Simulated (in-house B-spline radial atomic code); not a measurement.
# RPA and G0W0 on wB97X: Sr⁸⁺

Configuration [Ar] 3d10 4s2, mean-field start wB97X. Computed with a B-spline radial code for spherical atoms: all electrons, non-relativistic, point nucleus, each spin shell either full or empty, empty states to l = 9 with an (l + 1/2)⁻⁴ tail; G0W0 by contour deformation at full frequency.

Without relativity these are model numbers: it shifts the levels of so heavy an element strongly and can reorder them.

Command:
```bash
python run_gw.py task.json out
```
Settings (radii: box in bohr, nucleus in fm):
```
Z                        38
electrons                30
configuration            [Ar] 3d10 4s2
hamiltonian              nr
method                   wb97x
lmax                     9
spin_polarised           False
box_radius               7.7
intervals                49
ion_configuration        [Ar] 3d10 4s1
```

Run time, properties included: 3.2 s on 1 thread of Intel(R) Xeon(R) 6975P-C (shared host).

Energies (hartree):

```tsv
term	value
mean-field total	-3115.10123
Hartree-Fock functional on these orbitals	-3113.46392
direct second order	-2.5015
second-order exchange	0.72599
SOSEX correction	0.67888
```

Q: What is the RPA correlation energy, and what remains with SOSEX?

A: RPA gives -2.2436 hartree (-2.04 eV per electron); RPA + SOSEX gives -1.5647, and the second-order doubles -1.7756 hartree (no singles). RPA lacks exchange-type terms and so overcorrelates at short range.

Quasi-particle levels (eV):

```tsv
level	occupied	mean field	Σx - vxc	Σc	QP weight	G0W0
4s	yes	-152.85	-0.93	?	?	?
3d	yes	-265.52	-15.96	3.08	0.967	-278.40
4p	no	-123.37	4.74	-1.83	0.975	-120.45
```

G0W0 = mean field + (Σx - vxc) + Σc, with Σc (partial-wave tail included) taken at the quasi-particle energy. Only the outer levels were computed. Levels of low weight are left out.

Q: Where does G0W0 put 4s?

A: At -156.36 eV, with Σc = -2.59 eV and a quasi-particle weight of 0.976. The tabulated removal energy is 158.33 ± 0.25 eV (NIST, semi-empirical); the calculation leaves out relativity, Breit and QED terms, and what these don't explain is the method's own error.

Q: What does it cost to remove one electron (to [Ar] 3d10 4s1) by differences of total energies, each species on its own start (correlation terms add to the Hartree-Fock functional)?

A: wB97X 155.52 eV, Hartree-Fock functional 153.47 eV, + RPA 156.06 eV, + RPA + SOSEX 155.47 eV, + second order 156.16 eV. Tabulated: 158.33 ± 0.25 eV (NIST, semi-empirical); the calculation leaves out relativity, Breit and QED terms, and what these don't explain is the method's own error.
